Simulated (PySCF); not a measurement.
# What a mistake does to a calculation on B2H3OSi anion

All numbers below are calculated, not measured. They come from PySCF 2.14.0, an open-source quantum chemistry program, on an isolated molecule that a program drew, which may never have been made. The molecule is B2H3OSi anion (charge -1, singlet), drawn as the SMILES string `B[SiH-]B=O`.

Each row is a Hartree-Fock (HF) and frozen-core CCSD(T) single point in the aug-cc-pV(D+d)Z basis, meant for a local HF minimum. Run 1 is clean. Each other run has one planted mistake out of seven kinds, and not every kind appears here: one electron removed, one electron added, multiplicity raised by two, geometry at a saddle point, minimal basis STO-3G, one bond length entered in bohr, all coordinates scaled. The reference is restricted for singlets and unrestricted otherwise, and also for a bond in bohr. Adding or removing an electron swaps singlet and doublet. Electrons count all cores. HOMO and LUMO are orbital energies over both spins, the gradient is its largest component, and the lowest frequency (negative if imaginary) is given only where the gradient is small. Bond lengths are over the 6 bonds as drawn. T1 is the CCSD diagnostic: over 0.02 (restricted) or 0.045 (unrestricted) a single reference is doubtful.

Geometry of the clean run:
```xyz
7
B2H3OSi anion, angstrom
B    -0.0631    0.1014   -2.0747
Si   -0.8421    0.9946   -0.5403
B     0.3389    0.9395    1.0762
O     1.0455    0.9717    2.0544
H     1.1279    0.1448   -2.2837
H    -0.7442   -0.3515   -2.9682
H    -2.1761    0.4972   -0.0687
```

```
run,electrons,basis functions,<S^2>,HOMO (eV),LUMO (eV),gradient (hartree/bohr),lowest frequency (cm^-1),mean bond (Å),longest bond (Å),T1,HF (hartree),CCSD(T) (hartree),mistake
1,36,128,0.000,-2.47,3.61,2.6e-05,102,1.5116,2.003,0.0248,-414.96921,-415.50662,no fault
2,36,128,0.000,-2.37,3.65,1.5e-01,-,1.4088,1.867,0.0214,-414.93174,-415.46060,all coordinates scaled
3,36,27,0.000,2.70,13.57,3.6e-02,-,1.5116,2.003,0.0394,-409.79167,-410.03844,minimal basis STO-3G
4,36,128,0.740,-3.45,3.27,2.1e-02,-,1.8086,3.785,0.0733,-414.86433,-415.38791,?
```

**Which mistake was planted in run 4, and what did it cost?**

The mean bond changes by a factor of 1.196 and the longest by 1.890, so the molecule wasn't scaled as a whole. A length L in bohr read as angstrom grows by (1/0.5292 - 1) L = 0.890 L. The 6 bonds together grew by 6 x 0.2970 = 1.782 Å, which gives L = 2.003 Å. That is bond Si2-B3, 2.003 Å in the clean geometry. So the mistake is: one bond length entered in bohr. Subtracting run 1 and multiplying by 627.51 kcal/mol a hartree, the energy moved by 65.8 kcal/mol in HF and 74.5 kcal/mol in CCSD(T).

Cautions from the logs. Run 1: T1 is over the limit, so its CCSD(T) energy is less reliable; run 2: T1 is over the limit, so its CCSD(T) energy is less reliable; run 3: T1 is over the limit, so its CCSD(T) energy is less reliable and the HOMO is above zero, so the electron isn't bound and the energy depends on the basis; run 4: T1 is over the limit, so its CCSD(T) energy is less reliable.
